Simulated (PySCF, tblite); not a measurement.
Isomers of C4H9FN2Si, one GFN2-xTB conformer each. Single-point energies are computed at PBE0/pcSseg-1 (PySCF, gas phase, no added dispersion term), electronic only.

Problem. Rank them by PBE0/pcSseg-1 energy, lowest first (kcal/mol).
A. `[H]/[N:1]=[CH:2]\[C@@H:3]1[CH2:4][Si@H:5]([CH2:6][F:7])[NH:8]1` with N1–C2–C3–C4 98°, C4–Si5–C6–F7 105°, C2–C3–C4–Si5 -126°, C3–C4–Si5–C6 114°, C4–Si5–N8–C3 -7°, C2–C3–N8–Si5 126°
B. `CC1=NN([SiH3])C[C@H]1F`

Solution. A (0.0), B (0.4).

As drawn, the lower has a four-membered ring, an N–H bond and an Si–C bond, which the higher lacks; the higher has an N–N linkage, which the lower lacks. Neighbours under 2.5 kcal/mol apart ([H]/N=C\[C@@H]1C[Si@H](CF)N1 and CC1=NN([SiH3])C[C@H]1F) can change places with a better method, another conformer or zero-point energy. GFN2-xTB itself gives, in the same order: 38.1, 0.0. GFN2-xTB puts CC1=NN([SiH3])C[C@H]1F lowest instead.

Problem. Which frontier levels, dipoles and rotational constants go with these structures?

Solution. 
| SMILES | HOMO (eV, PBE0/pcSseg-1) | LUMO (eV) | dipole (D) | A, B, C (MHz) |
| --- | --- | --- | --- | --- |
| [H]/N=C\[C@@H]1C[Si@H](CF)N1 | -7.18 | -0.30 | 2.16 | 3520, 915.7, 842.5 |
| CC1=NN([SiH3])C[C@H]1F | -6.20 | 0.03 | 1.57 | 3155, 1124, 891.7 |

Problem. What happens when harmonic zero-point energies from GFN2-xTB frequencies are added?

Solution. 
```
                      SMILES  ZPE (kcal/mol)  electronic (kcal/mol)  with ZPE (kcal/mol)
[H]/N=C\[C@@H]1C[Si@H](CF)N1            80.6                    0.0                  2.3
      CC1=NN([SiH3])C[C@H]1F            77.8                    0.4                  0.0
```

The zero-point energies span 2.8 kcal/mol. CC1=NN([SiH3])C[C@H]1F becomes the lowest.
